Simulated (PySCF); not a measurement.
Calculation: B3LYP-D3(BJ)/def2-TZVP in PySCF. Gas-phase values, no solvent. One relaxed conformer stands for a flexible species; it need not be the lowest. B3LYP has the VWN-RPA correlation part, as in Gaussian. Delta-SCF ions had no search for a lower state. 

Reference species (SMILES): `B(BN)B` (neutral, multiplicity 1).

```yaml
vertical ionisation energy (Delta-SCF): 9.79 eV
HOMO: -7.45 eV
```

Changed species: `BB(N)B`.

Problem. Predict the effect on the vertical ionisation energy (Delta-SCF) and HOMO.

Solution. the vertical ionisation energy (Delta-SCF) drops by 0.28 eV, to 9.51 eV; the HOMO goes up by 0.31 eV, to -7.14 eV.
